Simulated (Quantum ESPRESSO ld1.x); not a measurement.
Results of a calculation; reference values are marked as such.
Be3+, configuration 1s0.75 2p0.25 (fractional occupations, a model configuration).

Level of theory: non-relativistic Kohn-Sham, revPBE, spin-unpolarised, spherical densities, point nucleus; without spin polarisation the odd electron is poorly described (ld1.x of Quantum ESPRESSO 7.5).

Energy parts (eV):
part                   energy
total                 -174.55
kinetic                174.24
electron-nucleus      -350.95
Hartree                 24.10
exchange-correlation   -21.93

Orbitals (lengths in bohr, moments of r in powers of bohr; <r^-3> diverges for s and p1/2; r(max) is where P^2 peaks):
| orbital | occ. | eigenvalue (eV) | <r^2> | <r> | r(max) | <r^-3> |
|---|---|---|---|---|---|---|
| 1s | 0.75 | -194.507 | 0.1907 | 0.3771 | 0.2485 | - |
| 2p | 0.25 | -39.5207 | 2.373 | 1.402 | 1.107 | 2.027 |

The highest occupied level is 2p at -39.521 eV. Virial ratio -V/T = 2.00181.
